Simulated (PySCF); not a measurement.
Species: C₇H₆N₂.
Numbering: `[cH:1]1[cH:2][cH:3][c:4]2[nH:5][n:6][cH:7][c:8]2[cH:9]1` (hydrogens: H10 on C1; H11 on C2; H12 on C3; H13 on N5; H14 on C7; H15 on C9)

Level: PBE0/def2-SVPD in PySCF, non-relativistic, on one gas-phase PBE0-D3(BJ)/def2-SVP geometry that isn't relaxed in the solvent. The solvent is an IEF-PCM continuum (Bondi radii, 1.10 Å for H, scaled by 1.2). Specific hydrogen bonds and non-electrostatic terms are outside this model.

Gas phase at PBE0/def2-SVPD: HOMO -6.56 eV, LUMO -0.97 eV, dipole 1.75 D.

Task: What does the continuum do to the energy, the frontier levels and the dipole at PBE0/def2-SVPD in chloroform?

Result: 
```csv
solvent,ε,E(solvent) − E(gas) (kJ/mol),polarisation term (kJ/mol),distortion of the solute (kJ/mol),HOMO (eV),LUMO (eV),dipole (D)
chloroform,4.711,-21.89,-24.43,2.54,-6.54,-0.98,2.27
```

Polarisation term: ½ Σ q·V over the induced surface charges. Distortion: the rise of the solute's own energy as its density leaves the gas-phase optimum.

Task: Which radius a makes the point-dipole formula ΔE = −[(ε − 1)/(2ε + 1)]·μ²/a³ give the value in chloroform, with the gas-phase dipole?

Result: μ = 0.690 au and |ΔE| = 0.00834 Eh give a = 1.44 Å; the farthest nucleus lies 3.14 Å from the centroid of the nuclei, so such a sphere wouldn't even hold the nuclei. The formula assumes a rigid point dipole at the centre of a sphere.

Task: How does the static polarisability (PBE0/def2-SVPD, frozen core, with the continuum's full static response) change?

Result: 
```json
{"medium": "gas", "isotropic (au)": "92.3", "principal values (au)": "52.0, 100.8, 124.2", "⟨r²⟩ of the electrons (bohr²)": "983.9"}
{"medium": "chloroform", "isotropic (au)": "119.9", "principal values (au)": "65.1, 131.4, 163.2", "⟨r²⟩ of the electrons (bohr²)": "983.1"}
```

The isotropic value in chloroform is 1.30 times the gas-phase one; no cavity-field correction is applied. ⟨r²⟩ is taken about the centre of nuclear charge.
